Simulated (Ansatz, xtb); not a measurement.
## C3H4BBrN2: which of two isomers lies lower

Structure X: `Bn1cc(Br)cn1`, a singlet. Structure Y: `Bn1ccc(Br)n1`, a singlet. Both are isolated molecules in the gas phase, relaxed with r2SCAN-D4/def2-SVP; the shapes shown needn't be the lowest conformers.

X (Å):

```xyz
11

C    -0.2385   -2.2844    0.4344
C     0.3337   -2.8620    1.5381
C     1.0202   -1.7991    2.2082
B    -0.2580    0.0705   -0.4726
Br    0.2454   -4.6495    2.0677
N     0.1049   -0.9436    0.4677
N     0.8808   -0.6613    1.5677
H     0.1336    1.1860   -0.2802
H    -0.9394   -0.2714   -1.4033
H    -0.8516   -2.6993   -0.3628
H     1.6000   -1.8573    3.1306
```

Y (Å):

```tsv
atom	x (Å)	y (Å)	z (Å)
C	-0.2726	-2.3731	0.5040
C	0.6712	-2.9323	1.3203
C	1.3884	-1.7981	1.8211
B	-0.8661	-0.0130	-0.1628
Br	2.8307	-1.8697	3.0088
N	-0.1026	-0.9971	0.5377
N	0.9404	-0.6539	1.3662
H	-0.5820	1.1413	-0.0185
H	-1.7566	-0.4230	-0.8607
H	-1.0578	-2.8185	-0.1051
H	0.8457	-3.9820	1.5436
```

Energies in hartree; the thermal terms are from GFN2-xTB frequencies at re-optimised GFN2-xTB minima (ideal gas, soft modes damped towards free rotors, one conformer each, 298.15 K, 1 atm) and include the zero-point energy:

|  | X | Y |
| --- | --- | --- |
| E, CCSD(T)/def2-SVP | −2822.505530 | −2822.506862 |
| E, MP2/def2-SVP | −2822.434595 | −2822.436420 |
| E, MP2/def2-TZVPP | −2823.249983 | −2823.252426 |
| zero-point energy | 0.070452 | 0.070445 |
| H(298 K) − E | 0.077939 | 0.077894 |
| G(298 K) − E | 0.038785 | 0.038846 |

Q: Correct the CCSD(T) difference for the basis set by the MP2 change, then work out ΔE, ΔE₀, ΔH and ΔG for X → Y in kJ/mol (1 Eh = 2625.50 kJ/mol) and the equilibrium ratio [Y]/[X].

A: 1. Differences Y − X: CCSD(T) −0.001332, MP2 in the small set −0.001825, MP2 in the large set −0.002443 Eh.
2. ΔE = −0.001332 + (−0.002443 − (−0.001825)) = −0.001950 Eh = −5.12 kJ/mol.
3. ΔE₀ = ΔE + ΔZPE = −0.001950 + (−0.000007) Eh = −5.14 kJ/mol.
4. ΔH = ΔE + (−0.000045) Eh = −5.24 kJ/mol.
5. ΔG = ΔE + (+0.000061) Eh = −4.96 kJ/mol, so ΔS = (ΔH − ΔG)/T = −0.9 J/(mol K).
6. kT = 0.9442 mEh, so K = [Y]/[X] = exp(−ΔG/kT) = exp(+2.00) ≈ 7.4.

The sums favour Y, but ΔE leans on the basis-set step (CCSD(T) alone has the other sign or is under 1 kcal/mol), so the order isn't settled. An error of 4 kJ/mol in ΔG would change K by a factor of 5. Mirror images and further conformers aren't counted.

As drawn, both hold the same kinds of bond in the same numbers.

Other levels gave ΔE = −3.9 (GFN2-xTB); −6.1 (HF/STO-3G, GFN2-xTB geometries); −6.3 (r2SCAN-D4/def2-SVP//GFN2-xTB); −6.1 (r2SCAN-D4/def2-SVP); −3.3 (HF/def2-SVP); −4.8 (MP2/def2-SVP); −3.5 (CCSD(T)/def2-SVP) kJ/mol. The correlated steps freeze 15 core orbitals; the filled d shell of Br is correlated, in a basis made for valence electrons. Programs: Ansatz 0.2.0, xtb 6.7.1.
